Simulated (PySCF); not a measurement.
C₉H₁₄.
Structure used (PBE0-D3(BJ)/def2-SVP), in Å, numbered top down from 1:
```xyz
23
C9H14 angstrom
C      2.167    0.971    0.465
C      1.347    0.340   -0.386
C      1.770    0.025   -1.791
C     -0.045   -0.050    0.036
C     -0.439   -1.531   -0.147
C     -1.927   -1.460   -0.344
C     -2.327   -0.216   -0.623
C     -1.176    0.755   -0.658
C     -1.434    2.109   -0.017
H      3.173    1.282    0.168
H      1.857    1.194    1.490
H      1.069    0.448   -2.529
H      1.791   -1.063   -1.970
H      2.772    0.421   -2.006
H     -0.140    0.170    1.113
H     -0.137   -2.146    0.716
H      0.041   -1.987   -1.032
H     -2.578   -2.337   -0.310
H     -3.356    0.078   -0.847
H     -0.909    0.928   -1.721
H     -2.233    2.658   -0.539
H     -1.736    1.991    1.036
H     -0.525    2.730   -0.042
```

Computed with PBE0-D3(BJ)/def2-SVP geometry optimisation, gas phase (PySCF).

Take the most abundant isotopes and a rigid rotor. The values belong to one conformer with, in the numbering `[CH2:1]=[C:2]([CH3:3])[C@@H:4]1[CH2:5][CH:6]=[CH:7][C@H:8]1[CH3:9]`, C1–C2–C4–C5 -126°, C2–C4–C5–C6 -152°, C4–C5–C6–C7 15°, C6–C7–C8–C9 -139°, C2–C4–C8–C7 153°.

Task: What are A, B and C (cm⁻¹)?

Result: Ia = 215.47, Ib = 381.46, Ic = 483.34 u·Å²; 505379 MHz·u·Å²/I gives 2346, 1325 and 1046 MHz, that is A = 0.07824, B = 0.04419, C = 0.03488 cm⁻¹.

Task: What kind of rotor is it?

Result: An asymmetric top; Ray's κ = -0.570.

Task: What does the inertial defect say?

Result: Not planar: Δ = Ic − Ia − Ib = -113.58 u·Å². For a rigid frame Δ = −2 Σ m c², so Σ m c² = 56.79 u·Å² lies off the ab plane: 20.29 from hydrogen and 36.50 from heavier atoms. The atom farthest from that plane is 2.07 Å away.

Task: List the rotational levels J(Ka,Kc) to J = 5 (K).

Result: Above 0(0,0), as E/k:
J = 1: 1(0,1) 0.114, 1(1,1) 0.163, 1(1,0) 0.176
J = 2: 2(0,2) 0.339, 2(1,2) 0.377, 2(1,1) 0.417, 2(2,1) 0.564, 2(2,0) 0.566
J = 3: 3(0,3) 0.671, 3(1,3) 0.697, 3(1,2) 0.777, 3(2,2) 0.905, 3(2,1) 0.917, 3(3,1) 1.185, 3(3,0) 1.185
J = 4: 4(0,4) 1.106, 4(1,4) 1.121, 4(1,3) 1.253, 4(2,3) 1.358, 4(2,2) 1.390, 4(3,2) 1.644, 4(3,1) 1.646, 4(4,1) 2.030, 4(4,0) 2.030
J = 5: 5(0,5) 1.640, 5(1,5) 1.648, 5(1,4) 1.842, 5(2,4) 1.922, 5(2,3) 1.988, 5(3,3) 2.219, 5(3,2) 2.226, 5(4,2) 2.605, 5(4,1) 2.605, 5(5,1) 3.101, 5(5,0) 3.101

Task: Which types of transition are allowed, and where do some lines up to J = 4 fall?

Result: The dipole components are |μa| = 0.12 D, |μb| = 0.23 D, |μc| = 0.41 D. The squared components, which scale the intensities, stand as 0.09 : 0.30 : 1.00 (a : b : c). Some lines, for components of 0.1 D or more:

```csv
type,branch,"J(Ka,Kc)",MHz,lower level (cm⁻¹)
b,Q,"1(1,0) ← 1(0,1)",1300,0.079
c,Q,"4(2,3) ← 4(1,3)",2198,0.871
b,Q,"2(2,0) ← 2(1,1)",3112,0.290
b,Q,"4(3,2) ← 4(2,3)",5954,0.944
b,R,"4(1,3) ← 3(2,2)",7245,0.629
b,R,"2(2,0) ← 1(1,1)",8411,0.113
a,R,"4(0,4) ← 3(0,3)",9056,0.466
a,R,"4(2,3) ← 3(2,2)",9443,0.629
c,R,"4(2,2) ← 3(1,2)",12785,0.540
b,R,"4(2,2) ← 3(1,3)",14455,0.484
b,R,"4(4,0) ← 3(3,1)",17615,0.824
```

Whether it is a minimum is left open (no frequencies). These are rigid-rotor constants of the computed structure; measured ground-state constants (B0) also hold zero-point vibration. A rigid rotor knows nothing of internal rotation, which can split or shift real lines.
